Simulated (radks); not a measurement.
Problem. Tm+, 68 electrons, occupied as [Xe] 4f13 6s1 (the NIST ground configuration). Calculated with a radial shooting solver on a logarithmic mesh with Libxc functionals: non-relativistic Kohn-Sham, TPSS, spin-unpolarised, spherical densities, point nucleus; meta-GGA in the generalised Kohn-Sham scheme; relativity is left out, which matters for an element this heavy. Some entries of the table are withheld. Estimate them.

orbital  occ.  eigenvalue (hartree)  <r^2> (bohr^2)  <1/r> (bohr^-1)
1s          2             -2025.801       0.0006446            68.47
2s          2             -327.7146         0.01017            15.99
2p          6             -312.9166        0.007541            16.02
3s          2             -73.27760         0.06461            6.100
3p          6                   (1)         0.06013            6.041
3d         10             -54.08511         0.04737            5.951
4s          2             -14.20765          0.3241            2.603
4p          6                   (2)          0.3400            2.507
4d         10              -6.60619          0.3826            2.298
5s          2              -1.89525           2.028           0.9717
5p          6              -1.18829           2.636           0.8500
4f         13              -0.50240          0.7846            1.744
6s          1              -0.30180           17.27           0.3178
5d          0              -0.25859           8.725           0.4942
6p          0              -0.19695           26.97           0.2520

Solution. 
(1) 3p eigenvalue (hartree): -66.55777
(2) 4p eigenvalue (hartree): -11.48944
